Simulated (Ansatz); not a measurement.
`BO[SiH2]B` + `[OH][GeH3]` → `B[O][GeH3]` + `B[SiH2]O`  (ligand exchange at a B–O bond)

Gas-phase electronic energies from Ansatz, PBE0-D4/def2-TZVP geometries. CBS: MP2 limit from def2 TZ/QZ plus the TZ coupled-cluster correction, frozen cores. Functionals use def2-TZVPP. For Ge outer-core shells are correlated without core-valence functions, which leaves a few kJ/mol of doubt a bond. Scalar relativity is left out up to krypton. One conformer a species, not always the lowest.

```tsv
level	ΔE (eV)
ωB97M-V	-0.06
r2SCANh	-0.06
CCSD(T)/def2-TZVPP	-0.06
HF/def2-QZVPP	-0.01
```

Question: What does CCSD(T)/CBS give? (An estimate is asked.)

Answer: Ansatz gave: -0.05 eV. The listed levels differ from it by -0.01, -0.01, -0.01, 0.04 eV.

Largest T1 diagnostic among the species: 0.013.

Leaving LDA and LC-ωPBE aside and taking each functional with its dispersion term where it has one, the values, not all of them listed here, spread over 0.03 eV, from PBE-D4 to BHLYP-D4. In def2-TZVPP, CCSD(T) changes the Hartree–Fock value by −0.05 eV (the triples alone add −0.01 eV) and MP2 by −0.05 eV.
